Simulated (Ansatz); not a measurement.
CH₂Cl, charge -1, singlet, at a GFN2-xTB geometry (a gas-phase anion, which may not be bound at this level); Ansatz (a program for electronic structure) with HSE06/6-31G**.

Here is a job for Ansatz.
Ansatz 0.2 input:
```yaml
crystal:
  periodic: [false, false, false]
  atoms:
    - {symbol: C, position_ang: [0.00376299, 0.16217920, -1.24958859]}
    - {symbol: Cl, position_ang: [-0.00156201, 0.00018286, 0.61906895]}
    - {symbol: H, position_ang: [0.88406358, -0.49140260, -1.51109367]}
    - {symbol: H, position_ang: [-0.88008742, -0.48478128, -1.51554685]}
basis:
  gaussian:
    orbitals: 6-31G__.json
hamiltonian:
  xc: hse06
total_charge: -1
```
The basis file holds 6-31G** in the JSON format of the Basis Set Exchange.

It wrote (shortened):

```
Functional definition: HSE06
421 factors; integrals over basis functions are off by at most 9.1e-4 eV
37 factors; integrals over basis functions are off by at most 5.9e-7 eV
mean field evaluation 1: about -13582.3766 eV, gradient 2.6e1 eV
mean field evaluation 2: about -13581.5099 eV, gradient 3.0e1 eV
mean field evaluation 4: about -13584.1394 eV, gradient 1.2e0 eV
mean field evaluation 8: about -13584.1414 eV, gradient 5.7e-3 eV
mean field -13584.14137002 eV, -499.2079876866 hartree, gradient 6.0e-6 eV, S^2 0.000000; 0 other end points of the search recorded, 0 dependent functions left out
reference -13584.14139192 eV, -499.2079884912 hartree; 13, 13 occupied and 31, 31 virtual orbitals, 421 factors
Total energy: -13584.14139192 eV, -499.2079884912 hartree
```
